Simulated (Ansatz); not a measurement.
These are frozen-core CCSD(T)/cc-pVTZ // PBE0-D3(BJ)/def2-TZVP in Ansatz (a first-principles code) values and carry that method's errors.

Ansatz 0.2 input:
```yaml
crystal:
  periodic: [false, false, false]
  atoms:
    - { symbol: Cl, position_ang: [-0.000085, 0.62252, -0.000002] }
    - { symbol: H, position_ang: [-1.059803, -0.311404, 0.000009] }
    - { symbol: H, position_ang: [1.059887, -0.311116, -0.000007] }
basis:
  gaussian: { orbitals: cc-pVTZ }
correlation:
  method: ccsd_t
total_charge: 2
magnetization:
  spin_polarized: true
  initial_magnetization: 1
```

Output:

```
Functional definition: HF
345 factors; integrals over basis functions are off by at most 9.4e-4 eV
mean field evaluation 1: about -12503.9196 eV, gradient 1.5e1 eV
mean field evaluation 2: about -12503.9218 eV, gradient 1.5e1 eV
mean field evaluation 4: about -12505.0906 eV, gradient 1.3e0 eV
mean field evaluation 8: about -12505.1097 eV, gradient 1.5e-3 eV
mean field evaluation 16: about -12505.1096 eV, gradient 8.4e-2 eV
mean field evaluation 32: about -12502.5242 eV, gradient 5.1e-1 eV
mean field -12505.10973352 eV, -459.5543064390 hartree, gradient 9.3e-6 eV, S^2 0.763476; 1 other end points of the search recorded, 0 dependent functions left out
determinant -12505.10973352 eV, -459.5543064390 hartree, with singles and doubles -12510.25627380 eV, -459.7434383058 hartree
determinant -12502.52931358 eV, -459.4594777553 hartree, with singles and doubles -12507.73347756 eV, -459.6507272540 hartree
5 core orbitals not correlated
reference -12505.10973352 eV, -459.5543064390 hartree; 4, 3 occupied and 53, 54 virtual orbitals, 345 factors
second order -4.38746887 eV of doubles, -0.00000000 eV of singles
cycle   1  -5.08995806 eV  change   -2.8e-1 eV  update   1.4e-2
cycle   2  -5.09977929 eV  change   -9.8e-3 eV  update   2.9e-3
cycle   3  -5.10095813 eV  change   -1.2e-3 eV  update   1.0e-3
cycle   4  -5.10137121 eV  change   -4.1e-4 eV  update   3.5e-4
cycle   5  -5.10145548 eV  change   -8.4e-5 eV  update   1.4e-4
cycle   6  -5.10150262 eV  change   -4.7e-5 eV  update   5.0e-5
cycle   7  -5.10151531 eV  change   -1.3e-5 eV  update   1.8e-5
cycle   8  -5.10151605 eV  change   -7.4e-7 eV  update   5.3e-6
perturbative correction -0.16013771 eV, -0.0058849524 hartree
Total energy: -12510.37138729 eV, -459.7476686484 hartree
```

Cost: roughly 2.4 core-seconds.
